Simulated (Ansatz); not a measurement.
Start from `C=[C](Br)[AlH][CH3]` and change one atom or group to get `C=C(N)Br`.

Ansatz, PBE0-D4/def2-TZVP geometries, multiplicity 1. Each molecule was computed in one conformer, which needn't be the lowest.

Scalar relativity is left out up to krypton. Spin–orbit coupling is left out; it splits and shifts lone-pair levels of the heavy atoms by tenths of an eV.

| property | `C=[C](Br)[AlH][CH3]` |
| --- | --- |
| HOMO energy (B3LYP/def2-TZVPP) / eV | -7.08 |
| size of the dipole moment (B3LYP/def2-TZVPP) / D | 2.28 |
| size of the dipole moment (ωB97M-V/def2-TZVPP) / D | 2.34 |
| HOMO–LUMO gap (PBE0/def2-TZVPP) / eV | 5.65 |
| HOMO–LUMO gap (ωB97M-V/def2-TZVPP) / eV | 9.54 |
| HOMO energy (PBE0/def2-TZVPP) / eV | -7.32 |

Task: Give the same properties after the change, and the shifts. (Best estimate.)

Result: The calculation gave: 
```csv
property,`C=C(N)Br`,shift
HOMO energy (B3LYP/def2-TZVPP) / eV,-6.24,0.84
size of the dipole moment (B3LYP/def2-TZVPP) / D,2.13,-0.15
size of the dipole moment (ωB97M-V/def2-TZVPP) / D,2.11,-0.23
HOMO–LUMO gap (PBE0/def2-TZVPP) / eV,6.57,0.92
HOMO–LUMO gap (ωB97M-V/def2-TZVPP) / eV,10.81,1.27
HOMO energy (PBE0/def2-TZVPP) / eV,-6.46,0.86
```

With PBE0 the HOMO rises by 0.86 eV and the LUMO rises by 1.79 eV, so the gap widens by about 0.93 eV. PBE moves the HOMO by 0.92 eV and ωB97M-V by 0.82 eV. Dipoles are sizes alone; their direction can turn.

B3LYP here is the variant with VWN-RPA as its local correlation; programs differ in this.
